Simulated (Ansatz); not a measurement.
Consider the formal loss of a carbene: `FCOC(F)CF` → `FCOCF` + `[CH]F`.

Calculated with Ansatz (gas phase, PBE0-D4/def2-TZVP geometries, no zero-point term in ΔE). CCSD(T)/CBS adds triple-zeta CCSD(T) − MP2 to the extrapolated MP2 energy (def2 sets, frozen cores). This one scheme is used for every species. Functionals use def2-TZVPP. B3LYP here is the variant with VWN-RPA as its local correlation; programs differ in this. Each species was taken in one conformer, which may not be the lowest.

CCSD(T)/CBS gives +382.3 kJ/mol.

Task: Another level gave +402.0 kJ/mol. Which?
A. r2SCAN/def2-TZVPP
B. B97M-V/def2-TZVPP
C. B3LYP-D4/def2-TZVPP
D. HF/def2-TZVPP

Result: A. r2SCAN 402.0, B97M-V 386.5, B3LYP-D4 379.1, HF/def2-TZVPP 340.9 kJ/mol.

Largest T1 diagnostic among the species: 0.018.

In def2-TZVPP, CCSD(T) changes the Hartree–Fock value by +35.6 kJ/mol (the triples alone add +2.1 kJ/mol) and MP2 by +61.4 kJ/mol. Leaving LDA and LC-ωPBE aside and taking each functional with its dispersion term where it has one, the values, not all of them listed here, spread over 44.6 kJ/mol, from BLYP-D4 to r2SCAN0-D4. LDA lies +63.0 kJ/mol from PBE without D4.

CCSD(T)/CBS has its own doubt, a few kJ/mol and more with outer-core shells, so smaller differences from it don't rank the levels.
